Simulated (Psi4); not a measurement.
Interaction energy of HCl3Ge ··· HCl (SMILES [Cl][GeH]([Cl])[Cl] and Cl). Monomers: optimised at B3LYP-D3(BJ) (def2-TZVP), held rigid. Orientation: lowest of the rigid-body minima from ten starts at GFN2-xTB. Only R, the distance of the centres of mass, is varied, so the lowest point isn't the relaxed dimer.

Calculation: Psi4 with SAPT0/jun-cc-pVDZ, frozen core.

Components in kJ/mol:

```csv
R / Å,electrostatics,exchange,induction,dispersion,total
3.07,-65.04,168.27,-20.86,-27.85,54.52
3.33,-32.11,80.28,-9.78,-17.76,20.63
3.50,-20.47,48.93,-5.97,-13.35,9.13
3.69,-12.60,27.87,-3.46,-9.78,2.03
3.93,-7.09,13.52,-1.75,-6.68,-1.99
4.22,-3.85,5.56,-0.78,-4.28,-3.35
4.52,-2.31,2.19,-0.36,-2.76,-3.23
5.02,-1.25,0.45,-0.12,-1.39,-2.31
5.72,-0.71,0.05,-0.04,-0.60,-1.30
6.68,-0.41,0.00,-0.01,-0.22,-0.64
8.01,-0.22,0.00,0.00,-0.07,-0.30
```
